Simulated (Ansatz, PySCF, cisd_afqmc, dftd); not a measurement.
Species: SiH, charge 0, doublet. SiH (SMILES [SiH], doublet).
B3LYP-D3(BJ)/def2-TZVP minimum from Ansatz (a first-principles code):
```xyz
2

Si     0.0000     0.0000    -0.1020
H      0.0000     0.0000     1.4276
```
Charge 0, spin multiplicity 2.

Quantity: enthalpy of formation at 298 K (by atomisation, with ideal-gas terms from PySCF's Hessian at B3LYP-D3(BJ)/def2-TZVP and the atoms' measured values of the G2/97 table; no spin-orbit terms), in kcal/mol. Open shells are spin-unrestricted; no spin-orbit coupling. Correlated methods leave the cores frozen. Rows without X2C or -DK are non-relativistic. AFQMC/CISD: phaseless, guided by CISD from CCSD amplitudes; bars are statistical, one sigma. Outlying blocks are dropped, and bars are widened where a walk drifts. Over all cases where full CI ran beside it in this data, AFQMC minus full CI had a median of +0.1 mEh and passed +0.4 mEh in a tenth of the cases. CBS(X,Y): correlation extrapolated as X^-3, Hartree-Fock from the larger set (Q,5: extrapolated as (X+1)exp(-9√X)). A bracket is a step between two methods taken in the basis named. Functionals run without relativity, which enters their misses. '+ core + X2C': CCSD(T) terms for core correlation (cc-pwCVTZ, 1s frozen past Ne) and scalar relativity (cc-pVTZ-DK). Full CI freezes restricted core orbitals, also for open shells; the composite that ends in it estimates full CI at the basis-set limit. Where a partner has so few electrons that a lower coupled-cluster level is exact, that level stands in. The determinant of HSi ([SiH], doublet) is a saddle point of the SCF energy; a lower one exists, which strains HF and MP2.

```csv
level,program,enthalpy of formation at 298 K (kcal/mol),error against the last row
"HF/CBS(cc-pV(Q+d)Z,cc-pV(5+d)Z)",Ansatz,108.8,21.1
CAM-B3LYP-D4/def2-TZVPD,Ansatz + dftd4,86.6,-1.1
MP2/cc-pV(D+d)Z,Ansatz,97.9,10.2
MP2/cc-pV(T+d)Z,Ansatz,93.7,6.0
CCSD/cc-pV(T+d)Z,Ansatz,90.1,2.4
"CCSD/CBS(cc-pV(Q+d)Z,cc-pV(5+d)Z)",Ansatz,88.1,0.4
"CCSD(T)/CBS(cc-pV(Q+d)Z,cc-pV(5+d)Z)",Ansatz,87.7,0.0
AFQMC/CISD/cc-pV(T+d)Z,cisd_afqmc,89.7 ± 0.2,2.0
AFQMC/CISD/cc-pV(Q+d)Z,cisd_afqmc,88.2 ± 0.1,0.5
"CCSD(T)/CBS(cc-pV(Q+d)Z,cc-pV(5+d)Z) + [CCSDT(Q) - CCSD(T)]/cc-pV(5+d)Z + [CCSDTQ - CCSDT(Q)]/cc-pV(T+d)Z + core + X2C",Ansatz,87.7,0.0
"CCSD(T)/CBS(cc-pV(Q+d)Z,cc-pV(5+d)Z) + [CCSDT(Q) - CCSD(T)]/cc-pV(5+d)Z + [FCI - CCSDT(Q)]/cc-pV(T+d)Z + core + X2C",Ansatz,87.7,0.0
```
